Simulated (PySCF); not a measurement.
C2H2F3O, SMILES O[CH]C(F)(F)F, multiplicity 2. Atoms are numbered in the order given.

```xyz
8

O     -2.0139    -0.3338     0.0917
C     -0.8333    -0.7080    -0.4370
C      0.3928     0.0331    -0.0489
F      0.3004     0.4162     1.2510
F      1.4906    -0.7168    -0.1974
F      0.5968     1.1680    -0.7589
H     -1.8520     0.1202     0.9349
H     -0.8834    -1.2069    -1.4055
```
Charge 0, spin multiplicity 2.

Geometry: B3LYP-D3(BJ)/def2-SVP. The isomer is the one that the SMILES or the coordinates give; other isomers of the formula were not compared. Other conformers were not sampled.

Level of theory: PySCF with B3LYP/pcH-1.

Unrestricted Kohn–Sham, ⟨S²⟩ = 0.753. Hyperfine tensors hold the contact and dipolar terms, without spin-orbit corrections.

**Question.** Estimate the hyperfine couplings. (The exact figures need the calculation; the answer reports its results.)

**Answer.** 
| nucleus | A(iso) (MHz) | A(iso) (G) | dipolar principal values (MHz) |
|---|---|---|---|
| 17O no. 1 | -23.7 | -8.5 | -79.9, 38.6, 41.3 |
| 13C no. 2 | 137.6 | 49.1 | -74.0, -73.1, 147.0 |
| 13C no. 3 | -19.6 | -7.0 | -4.0, -2.4, 6.4 |
| 19F no. 4 | 19.3 | 6.9 | -17.7, -15.7, 33.4 |
| 19F no. 5 | 40.2 | 14.3 | -28.1, -25.9, 53.9 |
| 19F no. 6 | 205.2 | 73.2 | -86.9, -82.3, 169.1 |
| 1H no. 7 | -11.3 | -4.0 | -15.4, -10.8, 26.2 |
| 1H no. 8 | -49.4 | -17.6 | -32.6, -3.5, 36.2 |

**Question.** And the g tensor (effective nuclear charges for spin-orbit coupling, GIAO)? (The exact figures need the calculation; the answer reports its results.)

**Answer.** principal values 2.0021, 2.0030, 2.0044; isotropic 2.0032.
